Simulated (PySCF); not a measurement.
SMILES CBC(C)(C)C, singlet, GFN2-xTB optimised geometry.

```
19

B      0.81    -0.63     0.00
H      1.99    -0.63     0.00
C      0.04    -2.00    -0.02
H      0.63    -2.82    -0.43
H     -0.91    -1.96    -0.55
H     -0.20    -2.27     1.01
C      0.05     0.77     0.00
C      0.85     1.86     0.72
C     -0.08     1.17    -1.48
C     -1.35     0.73     0.61
H      0.35     2.82     0.64
H      1.85     1.96     0.29
H      0.97     1.62     1.78
H      0.90     1.24    -1.95
H     -0.67     0.44    -2.03
H     -0.56     2.14    -1.57
H     -1.99     0.02     0.09
H     -1.31     0.43     1.66
H     -1.82     1.71     0.55
```

Density from PySCF with PBE0/def2-SVP at that geometry.

Minimum of the electron density along straight lines between bonded atoms, close to the bond critical point (lines longer than 1.1 times the sum of covalent radii, or with two minima, are not listed):

| bond | length / Å | ρ at the minimum / e bohr⁻³ | ∇²ρ there / e bohr⁻⁵ | position (fraction from the first atom) |
|---|---|---|---|---|
| B1–H2 | 1.173 | 0.179 | -0.13 | 0.43 |
| B1–C3 | 1.569 | 0.181 | -0.13 | 0.32 |
| C3–H4 | 1.088 | 0.272 | -0.97 | 0.62 |
| C3–H5 | 1.088 | 0.271 | -0.96 | 0.62 |
| C3–H6 | 1.092 | 0.264 | -0.91 | 0.62 |
| B1–C7 | 1.594 | 0.181 | -0.21 | 0.32 |
| C7–C8 | 1.536 | 0.238 | -0.53 | 0.50 |
| C7–C9 | 1.543 | 0.231 | -0.50 | 0.49 |
| C7–C10 | 1.534 | 0.239 | -0.53 | 0.49 |
| C8–H11 | 1.090 | 0.275 | -0.99 | 0.62 |
| C8–H12 | 1.087 | 0.277 | -1.01 | 0.62 |
| C8–H13 | 1.088 | 0.276 | -1.00 | 0.62 |
| C9–H14 | 1.088 | 0.277 | -1.01 | 0.62 |
| C9–H15 | 1.088 | 0.276 | -1.01 | 0.62 |
| C9–H16 | 1.089 | 0.274 | -0.99 | 0.62 |
| C10–H17 | 1.087 | 0.277 | -1.01 | 0.62 |
| C10–H18 | 1.088 | 0.276 | -1.00 | 0.62 |
| C10–H19 | 1.089 | 0.275 | -0.99 | 0.62 |
